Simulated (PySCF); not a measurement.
Species: C₆H₁₃B.
Cartesian coordinates in Å at the GFN2-xTB level; atoms count from 1:
```
atom  x, y, z in Å
C1    -2.0605   -0.1798   -1.1630
C2    -1.0498   -0.8702   -0.2507
C3    -0.9504   -0.1410    1.1039
B4     0.2011    0.9142    0.9344
C5     0.9323    0.5781   -0.4261
C6     2.4611    0.6207   -0.4572
C7     0.3692   -0.7989   -0.8301
H8    -3.0621   -0.2484   -0.7427
H9    -2.0730   -0.6480   -2.1456
H10   -1.8117    0.8722   -1.2822
H11   -1.3627   -1.9116   -0.1231
H12   -0.6321   -0.8525    1.8736
H13   -1.9213    0.2320    1.4324
H14    0.4770    1.7699    1.6790
H15    0.5804    1.3145   -1.1617
H16    2.8761   -0.0839    0.2608
H17    2.8369    0.3597   -1.4457
H18    2.8216    1.6153   -0.2039
H19    0.3767   -0.9549   -1.9097
H20    0.9862   -1.5768   -0.3744
```

Vertical excitations from PySCF (density fitting, frozen core in the response, grid level 2 and gas phase unless stated; continuum runs use non-equilibrium linear response for the excitations) on a GFN2-xTB geometry. Reference run:

```json
{"settings": "PBE0/def2-SVPD, full TDDFT, 6 singlets", "S1, eV (f)": "5.38 (0.001)", "S2, eV (f)": "5.95 (0.001)", "S3, eV (f)": "6.47 (0.001)", "S4, eV (f)": "6.70 (0.021)", "S5, eV (f)": "6.82 (0.009)", "S6, eV (f)": "7.62 (0.007)", "T1, eV (Tamm–Dancoff)": "4.80", "mean α (au)": "82.2"}
```

Q: What do these settings give: (1) PBE0/IGLO-II, level shift 0.3 Eh, energy threshold 1e-07 Eh, full TDDFT, 3 singlets; (2) BHandHLYP/def2-SVPD, IEF-PCM dimethylsulfoxide, level shift 0.3 Eh, TDA, 25 singlets?

A: 
```csv
settings,"S1, eV (f)","S2, eV (f)","S3, eV (f)","S4, eV (f)","S5, eV (f)","S6, eV (f)","T1, eV (Tamm–Dancoff)",mean α (au)
"PBE0/IGLO-II, level shift 0.3 Eh, energy threshold 1e-07 Eh, full TDDFT, 3 singlets",5.39 (0.001),5.98 (0.001),6.48 (0.001),–,–,–,4.82,79.5
"BHandHLYP/def2-SVPD, IEF-PCM dimethylsulfoxide, level shift 0.3 Eh, TDA, 25 singlets",5.78 (0.001),6.47 (0.001),7.42 (0.005),7.70 (0.041),7.78 (0.024),8.23 (0.010),–,107.9
```

(1) S1 moves by +0.01 eV. (2) S1 moves by +0.40 eV; functional, environment and response scheme change together, so the shift can't be laid on one. States are counted by energy in each run and needn't keep their character from row to row.

Q: Which orbital pairs make up S1 in each run, and how does it sit against the orbital gap?

A: 
```csv
settings,S1 configurations (weight),S1 (eV),orbital gap (eV),S1 − gap (eV)
"PBE0/def2-SVPD, full TDDFT, 6 singlets",H→L 0.98,5.38,7.15,-1.77
"PBE0/IGLO-II, level shift 0.3 Eh, energy threshold 1e-07 Eh, full TDDFT, 3 singlets",H→L 0.98,5.39,7.16,-1.77
"BHandHLYP/def2-SVPD, IEF-PCM dimethylsulfoxide, level shift 0.3 Eh, TDA, 25 singlets",H→L 0.93,5.78,9.49,-3.71
```

The species at its GFN2-xTB geometry (one conformer only).
